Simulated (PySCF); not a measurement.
**Working with the constants of ZrI**

UHF-SCS-MP2 constants of ZrI, quartet, unpaired electrons σ ↑, π ↑, δ ↑ (PySCF, scalar-relativistic core potentials, basis sets Zr def2-TZVPP with ECP28, I def2-TZVPP with ECP28; masses 89.9047 and 126.9045 u):

| Item | Value |
| --- | --- |
| ωe | 211.1 cm⁻¹ |
| ωexe | 0.421 cm⁻¹ |
| Be | 0.042519 cm⁻¹ |
| αe | 0.000118 cm⁻¹ |
| D (centrifugal) | 6.9e-09 cm⁻¹ |

Problem. Give the vibrational terms G(v) and spacings up to v = 6.

Solution. G(v) = ωe(v+½) − ωexe(v+½)².

| v | G(v) (cm⁻¹) | G(v) − G(v−1) | Bv (cm⁻¹) |
| --- | --- | --- | --- |
| 0 | 105.4 |  | 0.04246 |
| 1 | 315.7 | 210.3 | 0.04234 |
| 2 | 525.1 | 209.4 | 0.04222 |
| 3 | 733.7 | 208.6 | 0.04211 |
| 4 | 941.4 | 207.7 | 0.04199 |
| 5 | 1148.3 | 206.9 | 0.04187 |
| 6 | 1354.4 | 206.0 | 0.04175 |

Correlated steps freeze 4 core orbitals. Spin–orbit coupling is left out, which matters for elements this heavy, above all for dissociation energies. With d or f electrons several states lie close, and the lowest PBE0 determinant need not be the measured ground state.
